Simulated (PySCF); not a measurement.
**Two-component Hartree-Fock for Br⁴⁺ (bromine, charge +4)**

Start: [Ar] 3d10 4s2 4p1; 4p1/2 filled at m_j = +1/2. Calculated with PySCF 2.14 in x2c-TZVPPall-2c (6s7p4d1f, 54 functions): generalised Hartree-Fock with the X2C-1e Hamiltonian and a Gaussian nucleus; one run each with spin-orbit coupling (SO) switched off, then screened by Boettger's factors.

| spinor shell | electrons | ε, spin-free (eV) | ε, screened SO (eV) | weight of nominal j (screened SO) | rms radius, screened SO (bohr) |
| --- | --- | --- | --- | --- | --- |
| 1s1/2 | 2 | -13613.0 | -13612.5 | 1.000 | 0.0492 |
| 2s1/2 | 2 | -1880.5 | -1880.3 | 1.000 | 0.205 |
| 2p1/2 | 2 | -1659.8 | -1692.4 | 1.000 | 0.180 |
| 2p3/2 | 4 | -1659.8 | -1644.0 | 1.000 | 0.184 |
| 3s1/2 | 2 | -331.32 | -331.19 | 1.000 | 0.587 |
| 3p1/2 | 2 | -258.98 | -264.07 | 1.000 | 0.599 |
| 3p3/2 | 4 | -258.98 | -256.37 | 1.000 | 0.610 |
| 3d3/2 | 4 | -139.58 | -140.22 | 0.999 | 0.643 |
| 3d5/2 | 6 | -139.58 | -138.96 | 0.999 | 0.645 |
| 4s1/2 | 2 | -72.471 | -72.410 | 0.998 | 1.63 |
| 4p1/2 | 1 | -58.876 | -59.372 | 0.992 | 1.80 |

| quantity | spin-free | screened SO |
| --- | --- | --- |
| E (hartree) | -2600.23478 | -2600.39157 |
| M_J | 1/2 | 1/2 |
| ⟨J²⟩ | 1.056 | 0.784 |
| ⟨L²⟩ | 2.028 | 2.028 |
| ⟨S²⟩ | 0.759 | 0.761 |

Each row is a mean over spinors that exchange with the open shell spreads, by up to 1.061 eV (3p1/2).

Without spin-orbit coupling the j labels of p, d and f shells carry no meaning; the spin-free column gives the mean over the occupied spinors of each nl shell, and its ⟨J²⟩ belongs to a mixture of degenerate components.
